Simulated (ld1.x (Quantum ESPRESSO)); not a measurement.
## Varying the TM potential for Re (Z = 75)

Base potential:

| Property | Result |
| --- | --- |
| Element | Re (Z = 75) |
| Generator | ld1.x (Quantum ESPRESSO) 7.5 |
| Type | norm-conserving Troullier–Martins (Kleinman–Bylander form) |
| Functional | LDA (PZ) |
| Relativity | fully relativistic |
| Frozen core | [Xe] 4f14 |
| Valence charge | 7 |
| Reference configuration | 5d5 6s2 6p0 |
| Partial waves | 6s (bound): rc 2.40 bohr; 5d (bound): rc 2.05 bohr; 6p (bound, empty): rc 4.00 bohr |
| Local potential | the p channel |
| Core correction | none |

Open shells are filled in proportion to 2j + 1 (rel_dist='average').

Cutoffs, loose and tight: the cutoffs (Ry, on a coarse ladder) from which the occupation-weighted sum of valence levels, in a spherical-Bessel basis at the reference potential, stays within 10 and 1 mRy of its value at 400 Ry. They do not see the model core or the augmentation charge, which bear on the density cutoff. Test errors are all-electron minus pseudo excitation energies from the reference, over the configurations 5d5 6s1 6p0; 5d5 6s0 6p0; 5d4 6s0 6p0; 5d5 6s0 6p1; 5d4 6s2 6p1; 5d5.5 6s1.5 6p0; 5d6 6s0 6p0. A dash means not determined; rows that change the core or the reference have their own tests. The largest error is taken over the tests solved by every variant that gives reliable tests at all: 5d4 6s0 6p0; 5d5 6s0 6p0; 5d5 6s1 6p0.

A true bound ghost makes a file unfit for plane-wave use even where its test errors are small: the radial tests pick states by their node count and pass the ghost by.

Cutoffs are not given where the Bessel-basis levels miss the radial ones by over 6 mRy, ghosts where they miss by over 20 mRy; a channel whose overlap is not positive is not tested.

A file whose overlap is not positive is unfit for use, and its test errors describe a broken file.

| change | outcome | cutoff, loose | cutoff, tight | bound ghosts | largest test error (meV) |
| --- | --- | --- | --- | --- | --- |
| base | generated | 35 Ry | 40 Ry | none | -95 |
| wave 5d (bound): rc 2.05 bohr becomes 5d (bound): rc 2.98 bohr | generated | 25 Ry | 30 Ry | none | -97 |
| core correction a·sin(br)/r model core inside 1.50 bohr | generated | 35 Ry | 40 Ry | none | -277 |
| all radii scaled by about 1.03 (s 2.48, p 4.14, d 2.12 bohr) | generated | 35 Ry | 40 Ry | none | -101 |
| type ultrasoft; waves now 6s (bound): rcut 2.10, rcutus 2.40 bohr; 6s channel at 0.55 Ry: rcut 2.10, rcutus 2.40 bohr; 6p (bound): rcut 3.50, rcutus 4.00 bohr; 6p channel at 3.4 Ry: rcut 3.50, rcutus 4.00 bohr; 5d (bound): rcut 1.80, rcutus 2.05 bohr; 5d channel at 0.25 Ry: rcut 1.80, rcutus 2.05 bohr; local potential all-electron potential smoothed inside 2.15 bohr (lloc = -1); augmentation built from norm-conserving waves at rcut, not smoothed further | generated, overlap not positive | – | – | s (p1/2, p3/2 not tested, overlap not positive) | +90 |
| local potential the s channel | generated | 35 Ry | 40 Ry | none | +30 |
| core [Kr] 4d10 4f14 5s2, valence charge 13; reference 5p6 5d5 6s2 6p0; waves now 6s (bound): rc 2.40 bohr; 5p (bound): rc 1.15 bohr; 5d (bound): rc 1.75 bohr; local potential the d channel; core correction a·sin(br)/r model core inside 0.55 bohr | generated, misses its reference levels by 0.55 eV | 110 Ry | 160 Ry | s | -75 |
| core correction a·sin(br)/r model core inside 1.12 bohr | generated | 35 Ry | 40 Ry | none | -278 |

(1) What comes out with this change to the base: wave 6s (bound): rc 2.40 bohr becomes 6s (bound): rc 3.48 bohr?

(2) What comes out with this change to the base: wave 6p (bound): rc 4.00 bohr becomes 6p (bound): rc 4.60 bohr?

## Answers

(1) outcome: generated; cutoff, loose: 35 Ry; cutoff, tight: 40 Ry; bound ghosts: none; largest test error (meV): -309.

(2) outcome: generated; cutoff, loose: 35 Ry; cutoff, tight: 40 Ry; bound ghosts: none; largest test error (meV): -115.
